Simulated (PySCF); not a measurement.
**Bond energies at PBE/def2-TZVPP beside a composite method**

PySCF, lowest determinants of a PBE0 search. The composite is CCSD(T) extrapolated to the basis-set limit from two correlation-consistent sets, with core-valence (CV) and scalar-relativistic (SR) terms as its label shows; it has no spin–orbit coupling and nothing beyond (T).

```
species  state (unpaired electrons)  De PBE (eV)  De composite (eV)              composite     dissociates to
    GeI               doublet (π ↑)         3.36               3.00        CCSD(T)/CBS(DT)             Ge + I
   BeSi              triplet (π ↑↑)         1.83               1.38  CCSD(T)/CBS(TQ)+CV+SR            Be + Si
    AgF      singlet (closed shell)         3.58               3.48     CCSD(T)/CBS(TQ)+CV  Ag (4d10 5s1) + F
    AuF      singlet (closed shell)         3.24               2.98     CCSD(T)/CBS(TQ)+CV  Au (5d10 6s1) + F
    TeO              triplet (π ↑↑)         4.80               4.06        CCSD(T)/CBS(TQ)             Te + O
    CsH      singlet (closed shell)         1.77               1.85        CCSD(T)/CBS(TQ)             Cs + H
    BiS               doublet (π ↑)         3.70               3.15        CCSD(T)/CBS(DT)             Bi + S
    NaN              triplet (π ↑↑)         1.38               0.97  CCSD(T)/CBS(DT)+CV+SR             Na + N
```

Task: Does PBE bind more or less than the composite, by how much on average, and where is the difference largest?

Result: PBE/def2-TZVPP binds more on average, method and basis taken together: the mean signed difference is +0.35 eV and the mean absolute one 0.37 eV; it is largest for TeO (+0.74 eV).

The molecules are drawn from runs that passed checks on state, spin purity and fit, so the hardest cases are missing and the errors look smaller than over all diatomics.

Correlated steps freeze the inner cores (2 to 23 orbitals); shallow outer-core shells are correlated. These are scalar-relativistic numbers at best; spin–orbit coupling would shift them, the dissociation energy most. Where the molecule has an RHF reference, its open-shell atoms are computed with UHF. The CCSD T1 diagnostic is raised in AgF, AuF, BeSi, NaN, TeO, a sign that a single reference may not be enough there. States were picked by a PBE0 search and need not be the measured ground states.
